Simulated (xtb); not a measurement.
C₂H₆SZn, triplet, at the geometry of the source list (GFN-xTB shapes and energies of metal compounds can be far from the true ones) (a higher spin typed on purpose: for a closed-shell molecule this is an excited state). Base run: GFN2-xTB run with xtb.

xtb was given this input:
```
$ xtb mol.xyz --gfn 2 --uhf 2 --json

# file mol.xyz
10

Zn    -0.28680000     1.06210000     0.88790000
C      0.39060000    -0.73740000     0.17010000
C      0.37770000    -0.84950000    -1.35070000
H     -0.22960000    -1.52400000     0.59530000
H      1.40380000    -0.89250000     0.53560000
H      1.02120000    -0.10320000    -1.81150000
H     -0.62700000    -0.73380000    -1.75110000
H      0.74350000    -1.83450000    -1.64610000
S     -1.03710000     3.09090000     1.70860000
H     -1.75620000     2.52190000     2.66190000
```

Each row names what was changed in the base input (with any setting that the change needs).

```json
[
 {"change": "base", "ΔE vs base (kJ/mol)": "0.00", "dipole (D)": "3.73", "G_solv (kcal/mol)": "-", "SCF cycles": "16"},
 {"change": "alpb = toluene", "ΔE vs base (kJ/mol)": "-26.16", "dipole (D)": "4.26", "G_solv (kcal/mol)": "-6.38", "SCF cycles": "17"},
 {"change": "etemp = 1000", "ΔE vs base (kJ/mol)": "-5.27", "dipole (D)": "3.41", "G_solv (kcal/mol)": "-", "SCF cycles": "14"},
 {"change": "file = coord", "ΔE vs base (kJ/mol)": "0.00", "dipole (D)": "3.73", "G_solv (kcal/mol)": "-", "SCF cycles": "16"},
 {"change": "acc = 0.1", "ΔE vs base (kJ/mol)": "0.00", "dipole (D)": "3.73", "G_solv (kcal/mol)": "-", "SCF cycles": "18"},
 {"change": "etemp = 5000", "ΔE vs base (kJ/mol)": "-58.0", "dipole (D)": "3.14", "G_solv (kcal/mol)": "-", "SCF cycles": "12"},
 {"change": "acc = 0.0001", "ΔE vs base (kJ/mol)": "0.00", "dipole (D)": "3.73", "G_solv (kcal/mol)": "-", "SCF cycles": "22"},
 {"change": "alpb = acetonitrile", "ΔE vs base (kJ/mol)": "-32.8", "dipole (D)": "4.69", "G_solv (kcal/mol)": "-8.34", "SCF cycles": "14"}
]
```

ALPB and GBSA are two models with their own fitted parameters for each solvent, which aren't always the measured dielectric constant.
